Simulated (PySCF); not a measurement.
`COC1=CC=C([O-])O1` (charge -1). The geometry is computed with GFN2-xTB (gas phase).

```
atom  x, y, z in Å
C1    -2.2894    0.3557    0.1903
O2    -1.4705   -0.6201   -0.3887
C3    -0.1072   -0.3748   -0.2288
C4     0.9415   -1.1123   -0.6548
C5     2.1126   -0.4209   -0.2318
C6     1.7228    0.7223    0.4431
O7     2.3285    1.6512    1.0022
O8     0.2920    0.7388    0.4367
H9    -2.1192    0.4323    1.2708
H10   -3.3193    0.0462    0.0001
H11   -2.1113    1.3429   -0.2524
H12    0.8867   -2.0354   -1.2033
H13    3.1284   -0.7254   -0.4011
```

Q: Where is the centre of mass (commonest isotopes), and what is the radius of gyration?

A: Mass 113.024 u; centre at (0.384, 0.154, 0.092) Å; Rg = √(Σ m r²/M) = 1.932 Å. As Ia + Ib + Ic = 2 Σ m r², the three principal moments sum to 843.4 u·Å².

Q: How far are the heavy atoms from their best plane (unweighted least squares)?

A: 0.002 Å rms; none is more than 0.003 Å off.

Q: Which two atoms are farthest apart?

A: H10···H13, 6.51 Å; the next longest distance is 5.96 Å.

Q: Work out the bond lengths C1–O2, C1–H9, C1–H10, C1–H11, C4–C5, C4–H12, C6–O7, C6–O8 in Å.

A: For C1–O2 the difference vector is (0.8189, -0.9758, -0.5790) Å, of length 1.3993 Å. C1–O2 1.399; C1–H9 1.097; C1–H10 1.092; C1–H11 1.096; C4–C5 1.424; C4–H12 1.075; C6–O7 1.242; C6–O8 1.431 Å.

Q: How far apart are these pairs, which share no bond: C1···C6, O2···O8, C3···H12, C5···H9?

A: C1···C6 4.037 Å (4 bonds apart); O2···O8 2.374 Å (2 bonds apart); C3···H12 2.167 Å (2 bonds apart); C5···H9 4.571 Å (5 bonds apart).

Q: What is the repulsion energy of the bare nuclei, Σ ZA·ZB/RAB?

A: 361.52 Eh over 78 pairs, with full nuclear charges and distances in bohr; the largest single term is 20.45 Eh (C6 with O7).

Q: Give the dihedral angles O8–C3–C4–H12, C4–C5–C6–O7, H12–C4–C5–C6, C1–O2–C3–O8.

A: O8–C3–C4–H12 180° (antiperiplanar); C4–C5–C6–O7 180° (antiperiplanar); H12–C4–C5–C6 180° (antiperiplanar); C1–O2–C3–O8 0° (synperiplanar). Dihedral signs follow IUPAC: positive where, seen along the central bond, the front bond turns clockwise onto the rear one.

Q: What are the angles O2–C1–H10, O2–C1–H11, O2–C3–C4, C5–C4–H12, C3–C4–C5, C5–C6–O8?

A: From the scalar product of the two bond vectors; for O2–C1–H10 it is -0.4312 Å² over 1.3993 × 1.0921 Å², cos θ = -0.2822. O2–C1–H10 106.4°; O2–C1–H11 111.5°; O2–C3–C4 128.8°; C5–C4–H12 127.6°; C3–C4–C5 106.2°; C5–C6–O8 106.8°.

Q: Write the matrix of distances between heavy atoms (Å, lower triangle).

A: 
```
C1    0.000
O2    1.399  0.000
C3    2.339  1.394  0.000
C4    3.648  2.476  1.351  0.000
C5    4.490  3.592  2.220  1.424  0.000
C6    4.037  3.562  2.237  2.276  1.384  0.000
O7    4.864  4.640  3.399  3.508  2.421  1.242  0.000
O8    2.621  2.374  1.357  2.245  2.260  1.431  2.302  0.000
```

The point group is Cs within 0.08 Å; differences among equivalent distances and angles are scatter left by the optimiser. Not checked by GFN2-xTB frequencies.

One conformer stands for the species.
